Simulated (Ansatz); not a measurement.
# Cost against result

The pair of H2O (SMILES O, atoms 1–3) and CH3I (SMILES CI, atoms 4–8), both closed shells, in one local arrangement (a lower one may exist), relaxed at PBE0-D4/def2-TZVP:

```
8
angstrom
O 0.3135 -0.2560 -2.0303
H 0.3931 0.5091 -2.6041
H -0.5922 -0.2275 -1.7026
C 0.2046 -0.0362 1.3202
I -1.8558 0.2481 0.8447
H 0.5270 0.8298 1.8899
H 0.2774 -0.9458 1.9080
H 0.7324 -0.1214 0.3741
```

Interaction energies are counterpoise-corrected; the time is that of the whole pair.

Computed with Ansatz 0.2.0 (basis: as named in each row); correlated methods freeze the cores. Filled d shells of the heavier atoms are correlated. Core potentials replace the inner electrons of the atoms past krypton. The def2 sets are not built for correlating such inner shells, so the correlated values are less sure here. B3LYP uses VWN-RPA correlation. Extrapolation: Hartree–Fock as exp(−7.88 √X), correlation as X^−2.97.

Times are rough, for one single point on 4 threads of a shared host (Arm Neoverse V2).

The estimate by CCSD(T) at an estimated basis limit (MP2 extrapolated from triple and quadruple zeta, plus CCSD(T) − MP2 in triple zeta) is -3.35 kcal/mol.

| method | basis | time (s) | interaction energy (kcal/mol) | method less estimate |
| --- | --- | --- | --- | --- |
| SPW92 | def2-SVP | under 1 | -5.75 | -2.40 |
| PBE-D4 | def2-SVP | under 1 | -3.91 | -0.56 |
| PBE0-D4 | def2-SVP | under 1 | -3.71 | -0.36 |
| PBE-D4 | def2-TZVPPD | 1 | -3.81 | -0.46 |
| revPBE-D4 | def2-TZVPPD | 1 | -3.16 | 0.19 |
| CCSD(T) | def2-SVP | 2 | -1.64 | 1.71 |
| BLYP-D4 | def2-TZVPPD | 2 | -3.23 | 0.12 |
| HSE06-D4 | def2-TZVPPD | 2 | -3.62 | -0.27 |
| PBE0-D4 | def2-TZVPPD | 2 | -3.63 | -0.28 |
| B3LYP-D4 | def2-TZVPPD | 2 | -3.38 | -0.03 |
| wB97M-V | def2-SVP | 3 | -3.38 | -0.02 |
| r2SCAN-D4 | def2-TZVPPD | 3 | -3.59 | -0.24 |
| B2PLYP | def2-TZVPPD | 4 | -2.44 | 0.91 |
| wB97X-V | def2-TZVPPD | 5 | -3.34 | 0.01 |
| B97M-V | def2-TZVPPD | 6 | -3.51 | -0.16 |
| wB97M-V | def2-TZVPPD | 6 | -3.37 | -0.02 |
| MP2 | def2-QZVPPD | 10 | -3.25 | 0.10 |
| CCSD(T) | def2-TZVPPD | 90 | -2.85 | 0.50 |

No T1 diagnostic of these runs exceeds 0.011.
